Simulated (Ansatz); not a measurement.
C2H6BO2 (SMILES CO[B]OC), doublet, at a GFN2-xTB geometry; RPA/6-311G** run with Ansatz (an electronic-structure program).

Ansatz was given this input:
Ansatz 0.2 input:
```yaml
crystal:
  periodic: [false, false, false]
  atoms:
    - {symbol: C, position_ang: [1.94644984, 0.59799842, 0.28473261]}
    - {symbol: O, position_ang: [1.31633345, -0.63390703, -0.07185778]}
    - {symbol: B, position_ang: [0.00332445, -0.81834504, -0.20905919]}
    - {symbol: O, position_ang: [-0.87585325, 0.20696569, -0.01806442]}
    - {symbol: C, position_ang: [-2.27167056, 0.13785852, -0.11124569]}
    - {symbol: H, position_ang: [1.20515373, 1.38947060, 0.39223415]}
    - {symbol: H, position_ang: [2.47657843, 0.45150328, 1.22710755]}
    - {symbol: H, position_ang: [2.65933104, 0.85508520, -0.50002597]}
    - {symbol: H, position_ang: [-2.70255446, -0.03000945, 0.88069122]}
    - {symbol: H, position_ang: [-2.63289766, 1.09321993, -0.49828473]}
    - {symbol: H, position_ang: [-2.59475070, -0.66715519, -0.77797028]}
basis:
  gaussian:
    orbitals: 6-311G__.json
magnetization: {spin_polarized: true, initial_magnetization: 1}
correlation: {method: rpa}
```
The basis file holds 6-311G** in the JSON format of the Basis Set Exchange.

It wrote (shortened):

```
Functional definition: HF
1028 factors; integrals over basis functions are off by at most 1.3e-3 eV
mean field evaluation 1: about -6900.5047 eV, gradient 2.6e1 eV
mean field evaluation 2: about -6900.5090 eV, gradient 2.6e1 eV
mean field evaluation 4: about -6904.0091 eV, gradient 3.5e0 eV
mean field evaluation 8: about -6904.1264 eV, gradient 2.1e-1 eV
mean field -6904.12721416 eV, -253.7219953348 hartree, gradient 2.9e-6 eV, S^2 0.753586; 0 other end points of the search recorded, 0 dependent functions left out
5 core orbitals not correlated
reference -6904.12721416 eV, -253.7219953348 hartree; 15, 14 occupied and 106, 107 virtual orbitals, 1028 factors
Total energy: -6927.99072802 eV, -254.5989632939 hartree
```
